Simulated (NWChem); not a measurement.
All runs are NWChem calculations. System: H6N2Si, charge 0, spin multiplicity 1, at a geometry optimised with PBE/def2-SVP. The structure started from a generated list of species. Level: G0W0@PBE0/def2-SVPD, RI basis def2-svpd-rifit.

The NWChem input:

```
start mol
memory heap 200 mb stack 700 mb global 1700 mb
geometry units angstroms nocenter noautoz
  Si     0.000000     0.000000     0.508234
  N      0.053933    -1.401782    -0.520082
  N     -0.053933     1.401782    -0.520082
  H     -1.202344     0.194978     1.406416
  H      1.202344    -0.194978     1.406416
  H     -0.715262    -1.594772    -1.166012
  H      0.456664    -2.268709    -0.157471
  H     -0.456664     2.268709    -0.157471
  H      0.715262     1.594772    -1.166012
  symmetry group C2
end
basis spherical
  * library def2-svpd
end
basis "ri basis" bse spherical
  * library def2-svpd-rifit
end
dft
  xc pbe0
  iterations 100
  direct
  tolerances tight
end
task dft energy
gw
  states alpha occ 4 vir 2
end
task dft gw
```

Part of the output:

```
             Northwest Computational Chemistry Package (NWChem) 7.3.0
             --------------------------------------------------------

                                NWChem Input Module
                                -------------------

 Scaling coordinates for geometry "geometry" by  1.889725989
 (inverse scale =  0.529177249)

 Turning off AUTOSYM since
 SYMMETRY directive was detected!

                             Geometry "geometry" -> ""
                             -------------------------

 Output coordinates in angstroms (scale by  1.889725989 to convert to a.u.)

  No.       Tag          Charge          X              Y              Z
 ---- ---------------- ---------- -------------- -------------- --------------
    1 Si                  14.0000     0.00000000     0.00000000     0.50823400
    2 N                    7.0000     0.05393300    -1.40178200    -0.52008200
    3 N                    7.0000    -0.05393300     1.40178200    -0.52008200
    4 H                    1.0000    -1.20234400     0.19497800     1.40641600
    5 H                    1.0000     1.20234400    -0.19497800     1.40641600
    6 H                    1.0000    -0.71526200    -1.59477200    -1.16601200
    7 H                    1.0000     0.45666400    -2.26870900    -0.15747100
    8 H                    1.0000    -0.45666400     2.26870900    -0.15747100
    9 H                    1.0000     0.71526200     1.59477200    -1.16601200

 Effective nuclear repulsion energy (a.u.)     118.0527960496

            Nuclear Dipole moment (a.u.)
            ----------------------------
        X                 Y               Z
 ---------------- ---------------- ----------------
     0.0000000000    -0.0000000000    -0.0000113384

      Symmetry information
      --------------------

 Group name             C2
 Group number              4
 Group order               2
 No. of unique centers     5

      Symmetry unique atoms

     1    2    4    6    7


 Summary of "ao basis" -> "" (spherical)
 ------------------------------------------------------------------------------
       Tag                 Description            Shells   Functions and Types
[...]
           0.000000000000           0.000000000000         268.031318074245

     Multipole analysis of the density
     ---------------------------------

     L   x y z        total         alpha         beta         nuclear
     -   - - -        -----         -----         ----         -------
     0   0 0 0     -0.000000    -17.000000    -17.000000     34.000000

     1   1 0 0     -0.000000     -0.000000     -0.000000      0.000000
     1   0 1 0     -0.000000     -0.000000     -0.000000     -0.000000
     1   0 0 1     -0.156979     -0.078484     -0.078484     -0.000011

     2   2 0 0    -21.114879    -18.364265    -18.364265     15.613652
     2   1 1 0      0.679200      2.692948      2.692948     -4.706696
     2   1 0 1     -0.000000     -0.000000     -0.000000      0.000000
     2   0 2 0    -15.930464    -84.683493    -84.683493    153.436521
     2   0 1 1      0.000000      0.000000      0.000000      0.000000
     2   0 0 2    -21.538136    -35.994697    -35.994697     50.451259

 Task  times  cpu:       16.1s     wall:       16.1s

                                NWChem Input Module
                                -------------------

                                 NWChem GW Module
                                 ----------------

                             ***********************
                             ***        GW       ***
                             ***********************

 Summary of "ri basis" -> "ri basis" (spherical)
 ------------------------------------------------------------------------------
       Tag                 Description            Shells   Functions and Types
 ---------------- ------------------------------  ------  ---------------------
 Si                     def2-svpd-rifit             24       78   9s6p6d3f
 N                      def2-svpd-rifit             20       64   7s6p5d2f
 H                      def2-svpd-rifit              9       23   4s3p2d

                 Memory Information
                 ------------------
          Available GA per process is          1699.9 MBs
          Available stack per process is        700.0 MBs
          Available heap per process is           0.0 MBs

          Peak memory in Initialization
              Peak GA per process is                  6.6 MBs
              Peak stack per process is               0.1 MBs
              Peak heap per process is                6.8 MBs
              Memory not in MA per process            0.0 MBs

          Peak memory in AFF Calculation
              Peak GA per process is                 29.6 MBs
              Peak stack per process is              19.9 MBs
              Peak heap per process is                0.0 MBs
              Memory not in MA per process           19.9 MBs

          Computing 2-center integrals
          Computing Inverse Cholesky factor
          Computing 3-center integrals
          Computing V_xc ...

          Computing Sigma_x
          Computing RPA polarizability
          Solving quasiparticle equations

                  Alpha Orbitals
          State     Energy (eV)     Error (eV)
          -----------------------------------
@GW        14        -12.795           0.005
@GW        15        -11.602           0.005
@GW        16         -9.347           0.004
@GW        17         -9.271           0.004
@GW        18          2.111           0.003
@GW        19          2.630           0.004

   Applying  -1.9607 eV scissor-shift to rest of particle states

   Applying   1.5456 eV scissor-shift to rest of hole states

     GW Timing Statistics
   ------------------------
   Init.   :          0.1s
     ERIs  :          2.6s
     Distr.:          0.0s
     Vxc   :          2.7s
   Sigma_x :          0.0s
   RPA     :          2.0s
   Wmn     :          0.1s
   Sigma_c :          0.0s
   GW total:          7.5s

 Task  times  cpu:        7.5s     wall:        7.5s

 Total times  cpu:       23.6s     wall:       23.6s
```
